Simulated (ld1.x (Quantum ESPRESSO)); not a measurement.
Ba (Z = 56): excitation energies, all-electron against ultrasoft

ld1.x (Quantum ESPRESSO) 7.5 input, shortened:

```
&input
   title='Ba', zed=56., rel=1, dft='REVPBE', iswitch=3,
   config='[Xe] 5d0 6s0 6p0'
 /
 &inputp
   pseudotype=3, tm=.true., lloc=-1, rcloc=2.35,
   nlcc=.false.,
   which_augfun='PSQ', rmatch_augfun=2.60
 /
6
5S  1  0   2.00   0.00  2.40  2.70  0.0
6S  2  0   0.00   0.00  2.40  2.70  0.0
5P  2  1   6.00   0.00  3.15  3.75  0.0
6P  3  1   0.00   0.00  3.15  3.75  0.0
5D  3  2   0.00   0.00  3.05  3.65  0.0
5D  3  2   0.00   0.40  3.05  3.65  0.0
 &test
   configts(1)='5s2 5p6 5d0 6s0 6p0'
 /
```

Energies are relative to the spin-unpolarised reference configuration 5s2 5p6 5d0 6s0 6p0; without spin polarisation the order of configurations can differ from experiment.

| valence configuration | charge | ΔE all-electron (eV) | error AE − PS (meV) |
| --- | --- | --- | --- |
| 5s2 5p6 5d0 6s2 6p0 | 0 | -15.175 | -14 |
| 5s2 5p6 5d0 6s1 6p0 | +1 | -9.881 | -5.3 |
| 5s2 5p6 5d0 6s1 6p1 | 0 | -13.188 | -3.7 |
| 5s1 5p6 5d0 6s2 6p0 | +1 | 23.612 | +149 |
| 5s2 5p6 5d0 6s0 6p1 | +1 | -7.342 | +1.1 |

**Question.** What are ΔE and the potential's error for 5s2 5p6 5d0 6s1.5 6p0?

**Answer.** ΔE = -13.064 eV all-electron; the error (AE − PS) is -10.0 meV.

**Question.** What are ΔE and the potential's error for 5s2 5p6 5d0.5 6s1.5 6p0?

**Answer.** ΔE = -14.540 eV all-electron; the error (AE − PS) is +0.7 meV.
